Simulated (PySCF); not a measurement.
## ²⁹Si chemical shifts

Computational details: shieldings: GIAO PBE0/pcSseg-1, geometry from GFN2-xTB, in PySCF 2.14.0 with density-fitted response routines (isolated molecule, one computed conformer, no relativistic terms, equivalent nuclei averaged).

Shieldings were converted by a linear fit to measured shifts: ²⁹Si (scatter 8.9 ppm rms, 25.8 ppm with the 6 outliers that the fit left out vs TMS, solution or neat liquid). A few per cent of atoms miss by over 2 rms, more outside the fitted compound classes.

**Question.** Give the ²⁹Si shifts of `C=CO[Si@](O)([SiH3])N[SiH3]`, `C[SiH2][Si@H]([SiH2]O[SiH3])S[SiH3]`, `C[SiH2][Si@H]([SiH2]P)[SiH2]C=O`.

**Answer.** 
| compound | environment | δ (ppm) |
| --- | --- | --- |
| [CH2:1]=[CH:2][O:3][Si@:4]([OH:5])([SiH3:6])[NH:7][SiH3:8] | Si4: silicon bonded to N, 2 O, Si | -31.5 |
| [CH2:1]=[CH:2][O:3][Si@:4]([OH:5])([SiH3:6])[NH:7][SiH3:8] | Si8: silicon bonded to N, 3 H | -57.0 |
| [CH2:1]=[CH:2][O:3][Si@:4]([OH:5])([SiH3:6])[NH:7][SiH3:8] | Si6: silicon bonded to Si, 3 H | -112.7 |
| [CH3:1][SiH2:2][Si@H:3]([SiH2:4][O:5][SiH3:6])[S:7][SiH3:8] | Si4: silicon bonded to O, Si, 2 H | -31.1 |
| [CH3:1][SiH2:2][Si@H:3]([SiH2:4][O:5][SiH3:6])[S:7][SiH3:8] | Si6: silicon bonded to O, 3 H | -40.0 |
| [CH3:1][SiH2:2][Si@H:3]([SiH2:4][O:5][SiH3:6])[S:7][SiH3:8] | Si8: silicon bonded to S, 3 H | -52.5 |
| [CH3:1][SiH2:2][Si@H:3]([SiH2:4][O:5][SiH3:6])[S:7][SiH3:8] | Si3: silicon bonded to S, 2 Si, H | -58.8 |
| [CH3:1][SiH2:2][Si@H:3]([SiH2:4][O:5][SiH3:6])[S:7][SiH3:8] | Si2: silicon bonded to C, Si, 2 H | -67.5 |
| [CH3:1][SiH2:2][Si@H:3]([SiH2:4][PH2:5])[SiH2:6][CH:7]=[O:8] | Si6: silicon bonded to C, Si, 2 H | -59.6 |
| [CH3:1][SiH2:2][Si@H:3]([SiH2:4][PH2:5])[SiH2:6][CH:7]=[O:8] | Si2: silicon bonded to C, Si, 2 H | -64.5 |
| [CH3:1][SiH2:2][Si@H:3]([SiH2:4][PH2:5])[SiH2:6][CH:7]=[O:8] | Si4: silicon bonded to P, Si, 2 H | -75.8 |
| [CH3:1][SiH2:2][Si@H:3]([SiH2:4][PH2:5])[SiH2:6][CH:7]=[O:8] | Si3: silicon bonded to 3 Si, H | -118.3 |

**Question.** Order these by ²⁹Si shift, lowest first.
A. C=C[SiH2][C@@](C)(Cl)COC
B. C=C(OC)[Si@H](Cl)CCC
C. CC(C)CC(=O)[SiH2]CCl
D. C[Si@@](F)(Cl)C(F)=C(F)F

**Answer.** C (-55.5 ppm, silicon bonded to 2 C, 2 H), A (-31.6 ppm, silicon bonded to 2 C, 2 H), B (-9.7 ppm, silicon bonded to 2 C, Cl, H), D (1.7 ppm, silicon bonded to 2 C, Cl, F).
